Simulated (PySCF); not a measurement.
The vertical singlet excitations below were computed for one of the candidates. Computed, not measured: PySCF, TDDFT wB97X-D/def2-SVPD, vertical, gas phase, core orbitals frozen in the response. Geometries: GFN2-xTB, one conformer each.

| state | E (eV) | f | main configurations (H = HOMO, L = LUMO) |
| --- | --- | --- | --- |
| S1 | 4.90 | 0.0029 | H→L (70%), H→L+1 (12%) |
| S2 | 6.62 | 0.189 | H-1→L (65%), H→L+1 (14%), H→L+2 (9%) |
| S3 | 6.75 | 0.075 | H→L+1 (31%), H→L+2 (31%), H-1→L (20%) |
| S4 | 7.08 | 0.079 | H-1→L+1 (48%), H→L+2 (12%), H→L+1 (11%) |
| S5 | 7.19 | 0.185 | H-1→L+2 (44%), H→L+2 (15%), H-1→L+1 (11%) |
| S6 | 7.36 | 0.166 | H-1→L+2 (28%), H→L+5 (15%), H→L+3 (13%) |
| S7 | 7.40 | 0.046 | H→L+5 (48%), H-1→L+1 (14%), H-1→L+2 (10%) |
| S8 | 7.57 | 0.045 | H→L+3 (39%), H→L+7 (23%), H→L+2 (9%) |

Triplets computed (Tamm–Dancoff): 4.33, 4.63, 4.99 eV.

Orbital energies (eV): HOMO-3 -11.86, HOMO-2 -10.12, HOMO-1 -9.47, HOMO -8.90, LUMO 1.41, LUMO+1 1.83, LUMO+2 1.97.

Question: Which candidate is it? All have the formula C4H9NOSi.
A. `C=CCNC(=O)[SiH3]`
B. `[SiH3]OC1=NCCC1`
C. `O=CN1CCC[SiH2]1`

Answer: A. Its S1, at 4.90 eV, is the lowest among the candidates; the nearest of the others has S1 at 5.61 eV. S1 is HOMO→LUMO (70%), HOMO→LUMO+1 (12%). Löwdin shares by element: HOMO oxygen 53%, carbon 13% or more, silicon 10%, nitrogen 7% (atoms not listed hold the other 17%); LUMO carbon 32% or more, oxygen 15%, silicon 15% (atoms not listed hold the other 38%). At the same level the other candidates give, for their lowest levels:
- `O=CN1CCC[SiH2]1`: 5.61 eV (f 0.001); 6.77 eV (f 0.150); 7.11 eV (f 0.011); 7.31 eV (f 0.007); 7.73 eV (f 0.025); T1 5.14 eV; HOMO -9.27, LUMO 1.96 eV
- `[SiH3]OC1=NCCC1`: 6.45 eV (f 0.001); 7.10 eV (f 0.000); 7.26 eV (f 0.103); 7.66 eV (f 0.117); 7.70 eV (f 0.009); T1 5.14 eV; HOMO -9.26, LUMO 2.01 eV

Shape of the structure used: `[CH2:1]=[CH:2][CH2:3][NH:4][C:5](=[O:6])[SiH3:7]`: C1–C2–C3–N4 129°, C2–C3–N4–C5 122°, C3–N4–C5–O6 1°.
